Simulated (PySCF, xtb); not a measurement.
C4H7ClSi, SMILES [SiH2](C(=C=C)C)Cl. Other conformers were not sampled.

Harmonic wavenumbers (cm⁻¹) from GFN2-xTB run with xtb 6.7.1 at its own minimum, in rising order: 28, 106, 126, 130, 232, 261, 368, 452, 486, 512, 565, 581, 627, 707, 770, 835, 951, 970, 1033, 1127, 1279, 1396, 1429, 1482, 1488, 2065, 2245, 2295, 3002, 3015, 3034, 3071, 3077.

Task: What does PySCF with PBE-D3(BJ)/def2-SVP give at its own minimum? (The exact figures need the calculation; the answer reports its results.)

Result: 41, 111, 136, 144, 224, 277, 419, 480, 533, 558, 587, 634, 690, 795, 836, 909, 915, 945, 999, 1104, 1224, 1328, 1387, 1401, 1419, 2001, 2162, 2200, 2964, 3042, 3058, 3079, 3143. Paired by order, the mean absolute difference is 44 cm⁻¹ and the zero-point energies are 56.8 and 56.8 kcal/mol.
